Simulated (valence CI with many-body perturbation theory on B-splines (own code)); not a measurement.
Hyperfine factors and g values of Te XXXI

Calculated by relativistic CI+MBPT: four valence electrons over a frozen Dirac-Fock core [Ar], radial functions for each j: 7 s, 7 p, 8 d, 6 f, 4 g, 1 h, with the one-electron correlation potential Σ1 (screened to all orders), the two-electron term Σ2, the three-electron term Σ3, Breit, model QED; selected single and double excitations, second order for the rest, scaled by the run's own slope (own B-spline code, finite nucleus).

The last digits are not significant, and no measured levels were compared; by estimate large intervals hold to a few tenths of a per cent, small ones and those within an open d or f shell to about a per cent. Only levels of the ground parity were solved; by the run's estimate the other parity begins above the list, which can be wrong where configurations are misplaced.

A/g_I is the dipole constant over the nuclear g factor μ/I (μ in nuclear magnetons, uniformly magnetised nucleus), B/Q the quadrupole constant per barn. Both hold the static response of the core; the bare values leave it out. Large factors of s and p1/2 electrons are usually good to 5 to 10 %; those of open d and f shells near neutrality can be off by tens of per cent, and small factors of p3/2, d and f electrons come from cancelling terms and can be off by a factor of two or in sign, in half-filled shells by more. B is blank for J = 1/2, where it vanishes, and for nearly pure S terms. Energies count from the lowest level. Levels with J = 0 are left out.

Levels are named by their leading jj configuration (3d3/2^4 stands for four electrons in 3d with j = 3/2), which in mixed levels can hold well under half, so a name can repeat and another be missing. Letters in brackets count levels of one name in rising energy.

| Level | E (cm⁻¹) | g | A/g_I (MHz) | A/g_I bare | B/Q (MHz/b) | B/Q bare |
| --- | --- | --- | --- | --- | --- | --- |
| (3d3/2^3 3d5/2) J=1 | 61611 | 1.495 | -657 | -70.8 | 6340 | 6460 |
| (3d3/2^3 3d5/2) J=2 | 100900 | 1.422 | 6150 | 6640 | 6550 | 6670 |
| (3d3/2^3 3d5/2) J=4 | 122880 | 1.211 | 14800 | 15000 | -5940 | -6080 |
| (3d3/2^3 3d5/2) J=3 | 123150 | 1.364 | 10500 | 10900 | -266 | -280 |
| (3d3/2^2 3d5/2^2) J=4 [a] | 186360 | 1.108 | 13900 | 14000 | -2640 | -2700 |
| (3d3/2^2 3d5/2^2) J=3 [a] | 207230 | 0.966 | 15300 | 15300 | 3450 | 3520 |
| (3d3/2^2 3d5/2^2) J=2 [a] | 209090 | 0.928 | 13200 | 13200 | 9640 | 9830 |
| (3d3/2^2 3d5/2^2) J=5 | 222830 | 1.075 | 15200 | 15300 | 13900 | 14200 |
| (3d3/2^2 3d5/2^2) J=1 | 229540 | 1.291 | 13600 | 14000 | -265 | -283 |
| (3d3/2^2 3d5/2^2) J=6 | 237170 | 1.100 | 15800 | 15900 | 15300 | 15600 |
| (3d3/2^2 3d5/2^2) J=4 [b] | 257040 | 1.027 | 17300 | 17400 | -7130 | -7260 |
| (3d3/2^2 3d5/2^2) J=2 [b] | 263610 | 1.178 | 13400 | 13700 | 2690 | 2730 |
| (3d3/2^2 3d5/2^2) J=3 [b] | 268410 | 1.169 | 15500 | 15700 | 5960 | 6090 |
| (3d3/2 3d5/2^3) J=4 [a] | 290190 | 1.169 | 11600 | 11800 | 1810 | 1840 |
| (3d3/2^2 3d5/2^2) J=2 [c] | 313910 | 1.082 | 19500 | 19600 | 1880 | 1910 |
| (3d3/2 3d5/2^3) J=3 [a] | 314370 | 1.085 | 11200 | 11400 | 226 | 234 |
| (3d3/2 3d5/2^3) J=5 | 333790 | 1.149 | 13100 | 13300 | -8990 | -9180 |
| (3d3/2 3d5/2^3) J=1 [a] | 339990 | 0.734 | 19200 | 19000 | 6350 | 6480 |
| (3d3/2 3d5/2^3) J=6 | 343100 | 1.057 | 15200 | 15400 | 19200 | 19600 |
| (3d3/2^2 3d5/2^2) J=4 [c] | 362880 | 1.119 | 12600 | 12800 | 16400 | 16700 |
| (3d3/2^2 3d5/2^2) J=2 [d] | 375370 | 1.293 | 11800 | 12100 | -717 | -721 |
| (3d3/2 3d5/2^3) J=3 [b] | 393060 | 1.077 | 14400 | 14500 | 11300 | 11500 |
| (3d3/2^2 3d5/2^2) J=2 [e] | 399200 | 1.071 | 15700 | 15800 | 10300 | 10500 |
| (3d5/2^4) J=4 | 451390 | 1.094 | 12600 | 12800 | -1760 | -1790 |
| (3d3/2 3d5/2^3) J=3 [c] | 457640 | 1.063 | 16200 | 16300 | 20900 | 21300 |
| (3d3/2 3d5/2^3) J=1 [b] | 462380 | 1.464 | 3000 | 3540 | -8360 | -8530 |
| (3d5/2^4) J=2 | 466940 | 0.992 | 16500 | 16600 | 4950 | 5050 |
| (3d3/2 3d5/2^3) J=4 [b] | 481570 | 1.090 | 15100 | 15200 | 4110 | 4210 |
| (3d3/2 3d5/2^3) J=2 | 565700 | 0.998 | 14400 | 14400 | -16300 | -16600 |

**Question.** Take the isotope of mass number 125, with I = 1/2, μ = -0.887 μN. What is the hyperfine structure of (3d3/2^3 3d5/2) J=4?

**Answer.** From the table A = -26200 MHz. Shifts from the centre of gravity in MHz: F = 7/2: 65500, F = 9/2: -52400.
